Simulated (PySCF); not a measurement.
**A small calculation by hand: chemical shift, span and skew from a shielding tensor**

cyanomethylboronic acid (C2H4BNO2), SMILES C(#N)CB(O)O. Atoms are numbered in the order given.

```xyz
10

N     -0.3162     2.5761     0.0000
C      0.3231     1.6081     0.0000
C      1.0053     0.3235     0.0000
B     -0.0331    -0.8987     0.0000
O     -1.3789    -0.7253     0.0000
O      0.4954    -2.1469     0.0000
H      1.6611     0.2413    -0.8832
H      1.6611     0.2413     0.8832
H     -1.6606     0.2007     0.0000
H     -0.1849    -2.8343     0.0000
```

Coordinates come from a B3LYP-D3(BJ)/def2-SVP optimisation. One conformer was computed; it need not be the lowest.

GIAO shieldings from KT2/pcSseg-1 (PySCF), non-relativistic, no solvent. The symmetric part of the tensor of C3 has the principal values 161.6, 174.8, 199.1 ppm. The same nucleus in TMS has σ = 185.1 ppm at this level (PySCF, at its B3LYP-D3(BJ)/def2-TZVP geometry).

Q: Work out the isotropic shielding, the ¹³C shift against TMS, the span and the skew.

A: 
σ(iso) = (σ11 + σ22 + σ33)/3 = 178.5 ppm. δ = σ(ref) − σ(iso) = 185.1 − (178.5) = 6.6 ppm.
Span Ω = σ33 − σ11 = 37.5 ppm. Skew κ = 3(σ(iso) − σ22)/Ω = 0.30. Tumbling in solution averages the tensor to δ; in a static solid the shielding alone would spread this spin-1/2 line over Ω.
